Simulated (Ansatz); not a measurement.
Cartesian coordinates in Å:
```
F -2.128 -0.223 1.193
C -0.974 -0.886 0.812
C -0.776 -1.179 -0.589
C -0.052 -0.195 -0.118
Si 1.168 1.170 -0.337
H -0.646 -1.515 1.635
H -1.065 -1.768 -1.445
H 0.511 2.456 -0.001
H 1.655 1.197 -1.738
H 2.308 0.942 0.587
```

Charge 0, multiplicity 1.

Q: List the r2SCAN/def2-TZVPP orbital energies in eV (Ansatz). (Estimate.)

A: The calculation gave: Occupied: -1791.32, -665.61, -275.57, -274.08, -273.77, -141.79, -96.66, -96.64, -96.64, -31.16, -23.64, -15.88, -15.37, -14.13, -12.79, -11.87, -10.62, -9.96, -9.25, -9.11, -8.22, -7.47, -7.00. Lowest empty: -1.75, 0.33, 0.60, 1.19, 1.60, 2.33, 2.54, 2.95.
